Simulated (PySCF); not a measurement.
Compound: C5H5PS.
Z-matrix (Å and degrees, GFN2-xTB geometry), rows numbered from 1:
```
C 
P   1  1.6651
C   2  1.8198  1  101.57
C   3  1.4233  2  122.49  1  -145.36
C   4  1.3530  3  112.77  2  -178.12
S   5  1.7217  4  112.10  3     1.03
C   3  1.3635  2  125.73  1    38.23
H   1  1.0770  2  119.32  3  -178.78
H   1  1.0771  2  124.29  3     2.27
H   4  1.0756  3  123.08  2     2.72
H   5  1.0719  4  128.65  3  -179.17
H   7  1.0721  3  128.28  2    -1.22
```

Definitions: NICS(0) = −σiso at the ring centroid; NICS(1) = −σiso and NICS(1)zz = −σzz at ±1 Å along the ring normal z. Level: GIAO PBE0/pcSseg-1 (PySCF, non-relativistic, gas phase) on the GFN2-xTB geometry, one conformer.

Ring bond lengths (Å), with Mayer bond orders in brackets: C3–C4 1.423 (1.23), C4–C5 1.353 (1.60), C5–S6 1.722 (1.17), S6–C7 1.716 (1.20), C7–C3 1.363 (1.53).

Q: What do the NICS probes read (ppm)?

A: 
| ring | type | NICS(0) | NICS(1), two faces | NICS(1)zz, two faces | rms pucker (Å) | centre to ring atoms, mean (Å) |
| --- | --- | --- | --- | --- | --- | --- |
| C3–C4–C5–S6–C7 | 5-membered ring with S; formal bonds all aromatic | -12.2 | -11.4 / -11.4 | -27.3 / -26.4 | 0.00 | 1.28 |

Q: What do they say, and how far can they be read as aromaticity?

A: 
- C3–C4–C5–S6–C7: mean NICS(1)zz -26.9 ppm, shielded, aromatic by this magnetic criterion (flat ring, no four-coordinate atom).

Q: And the bond-length index? HOMA = 1 − mean of α(R − Ropt)² over the ring bonds, with Krygowski's 1993 parameters (CC: Ropt 1.388 Å, α 257.7 Å⁻²; CS: Ropt 1.677 Å, α 94.09 Å⁻²).

A: 
- C3–C4–C5–S6–C7: HOMA 0.78; the largest term is that of C3–C4, α(R − Ropt)² = 0.32. The geometric and the magnetic index point the same way.

Q: List the ring angles and the Hirshfeld charges of the ring atoms.

A: 
- C3–C4–C5–S6–C7: C3 111.7° (-0.084 e), C4 112.8° (-0.075 e), C5 112.1° (-0.082 e), S6 91.0° (+0.114 e), C7 112.5° (-0.081 e); sum 540.0° against 540° for a flat convex ring.
